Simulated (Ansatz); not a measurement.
Consider the atomization: `[OH][GeH2]`• → Ge• + 3 H• + O•.

Computed with Ansatz on PBE0-D4/def2-TZVP structures; ΔE is electronic, products minus reactants. CBS: MP2 limit from def2 TZ/QZ plus the TZ coupled-cluster correction, frozen cores. This one scheme is used for every species, atoms too. Functionals use def2-TZVPP. Open shells (•) are unrestricted, without spin–orbit coupling. Spin–orbit coupling would lower the free atoms: a little for O; clearly for Ge. For Ge outer-core shells are correlated without core-valence functions, so the limit isn't a true one: a few kJ/mol of doubt a bond, and 10 to 20 or more in all where bonds break to atoms. Scalar relativity is left out up to krypton.

Q: What is ΔE at CCSD(T)/CBS? (Estimate.)

A: The calculation gave: +331.3 kcal/mol.

Q: What do these levels give: LDA (SPW92), B97M-V, r2SCAN0-D4, r2SCAN0, CCSD(T)/def2-SVP, HF/CBS(def2)? (Best estimate.)

A: The calculation gave: LDA (SPW92) 382.7, B97M-V 333.5, r2SCAN0-D4 324.4, r2SCAN0 324.1, CCSD(T)/def2-SVP 303.6, HF/CBS(def2) 225.8 kcal/mol.

Largest T1 diagnostic among the species: 0.015.

From r2SCAN to r2SCAN0 (25 % exact exchange), in def2-TZVPP and without D4, ΔE moves by −8.3 kcal/mol: exact exchange takes away binding that semilocal exchange gives to molecules. At CCSD(T), def2-SVP lies −27.7 kcal/mol from the extrapolated value and def2-TZVPP −7.3 kcal/mol: correlation converges slowly with the basis, and small sets miss more of it in the bonded molecule than in its fragments.

For atomizations the MP2-based limit and the directly extrapolated one differ by several kJ/mol either way, and by 10 to 25 for some Ge, Se and Sn compounds, so smaller differences from it don't rank the levels.
